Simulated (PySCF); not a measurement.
CH6OSi2, SMILES [SiH2]1OC[SiH2]1. Heavy atoms are numbered as in [CH2:1]1[O:2][SiH2:3][SiH2:4]1. Hydrogens are named by the atom that carries them.

Geometry: TPSSh-D3(BJ)/def2-SVP.

Calculation: HF/pcSseg-1 in PySCF.

GIAO shieldings, no solvent; atoms alike by connectivity are averaged. δ = σ(ref) − σ: ¹³C against TMS (σ = 192.6 ppm); ¹⁷O against H2O (σ = 333.0 ppm); ²⁹Si against TMS (σ = 393.8 ppm); ¹H against TMS (σ = 31.99 ppm), references at their B3LYP-D3(BJ)/def2-TZVP geometries, non-relativistic.

```json
[
 {"nucleus": "¹³C", "atoms": "C1 (CH2)", "count": "1", "δ (ppm)": "59.8"},
 {"nucleus": "¹⁷O", "atoms": "O2", "count": "1", "δ (ppm)": "16.6"},
 {"nucleus": "²⁹Si", "atoms": "Si3 (SiH2)", "count": "1", "δ (ppm)": "6.4"},
 {"nucleus": "²⁹Si", "atoms": "Si4 (SiH2)", "count": "1", "δ (ppm)": "-29.4"},
 {"nucleus": "¹H", "atoms": "H on Si3", "count": "2", "δ (ppm)": "5.29"},
 {"nucleus": "¹H", "atoms": "H on Si4", "count": "2", "δ (ppm)": "4.62"},
 {"nucleus": "¹H", "atoms": "H on C1", "count": "2", "δ (ppm)": "4.55"}
]
```
